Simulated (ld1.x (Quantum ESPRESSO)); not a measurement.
# What one change does to a pseudopotential (cobalt (Co), PAW)

cobalt, PAW, made with ld1.x (Quantum ESPRESSO) 7.5 (LDA (PZ), non-relativistic). Core [Ar], reference 3d7 4s1.5 4p0.5. Waves: 4s (bound): rcut 1.90, rcutus 2.50 bohr; 4s channel at 0.95 Ry: rcut 1.90, rcutus 2.50 bohr; 4p (bound): rcut 2.80, rcutus 3.35 bohr; 4p channel at 3.1 Ry: rcut 2.80, rcutus 3.35 bohr; 3d (bound): rcut 1.35, rcutus 1.70 bohr; 3d channel at -0.3 Ry: rcut 1.35, rcutus 1.70 bohr. Local part: all-electron potential smoothed inside 2.15 bohr (lloc = -1). Core correction: Bessel-smoothed model core inside 1.70 bohr. Augmentation charge: BESSEL, radius 1.40 bohr.

Change: waves 3d (bound): rcut 1.35, rcutus 2.00 bohr; 3d channel at -0.3 Ry: rcut 1.35, rcutus 2.00 bohr.

Cutoffs: the cutoffs (Ry, on a coarse ladder) from which the occupation-weighted sum of valence levels, in a spherical-Bessel basis at the reference potential, stays within 10 and 1 mRy of its value at 400 Ry; they do not see the model core or the augmentation charge, which bear on the density cutoff. Errors are all-electron minus pseudo energies relative to the spin-unpolarised reference configuration.

Problem. What does the change do?

Solution. The potential gets softer (35 Ry and 60 Ry → 25 Ry and 40 Ry); the number of tests that count goes from 9 to 8; of the 8 tests that both files solve, the error grows in 2 and shrinks in 1 by more than 15 % and 0.3 meV (median size 4.2 → 7.2 meV); neither file shows a bound ghost at the reference potential, the only one tested. A larger radius leaves more room for a smooth pseudo-wave, so fewer plane waves are needed.

| quantity | base | changed |
| --- | --- | --- |
| cutoff, loose | 35 Ry | 25 Ry |
| cutoff, tight | 60 Ry | 40 Ry |
| loose cutoff by channel (10 mRy a level) | s 6 Ry, p 6 Ry, d 30 Ry | s 6 Ry, p 6 Ry, d 21 Ry |
| bound ghosts | none | none |
| tests counted (converged, no solver errors) | 9 of 9 | 8 of 9 |
| error for 3d7 4s2 4p0, meV [ΔE -2.11 eV] | -0.2 | -0.1 |
| error for 3d7 4s1 4p0, meV [ΔE 7.04 eV] | +0.7 | -0.3 |
| error for 3d7 4s0 4p0, meV [ΔE 23.87 eV] | -0.7 | -6.4 |
| error for 3d8 4s0 4p0, meV [ΔE 4.07 eV] | -88 | -127 |
| error for 3d6 4s2 4p0, meV [ΔE 13.71 eV] | -150 | -168 |
| error for 3d7 4s0 4p2, meV [ΔE 6.72 eV] | -0.6 | -0.6 |
| error for 3d7 4s1.5 4p0.5 (spin-polarised), meV [ΔE -2.32 eV] | -7.6 | -8.0 |
| error for 3d7 4s2 4p0 (spin-polarised), meV [ΔE -4.10 eV] | -9.8 | -9.5 |
| s: phases at 3.66 bohr within 0.05 rad from the reference energy up to (Ry; the scan ends near 5) | 4.3 | 4.3 |
| p: phases at 3.66 bohr within 0.05 rad from the reference energy up to (Ry; the scan ends near 5) | 2.0 | 2.0 |
| d: phases at 3.66 bohr within 0.05 rad from the reference energy up to (Ry; the scan ends near 5) | 3.2 | 3.0 |
| lowest overlap eigenvalue by channel | s 0.39, p 0.68, d 1.00 | s 0.39, p 0.68, d 0.85 |

Changed file: Tests not counted: 3d5 4s0 4p0 (solver errors, printed error -364 eV).
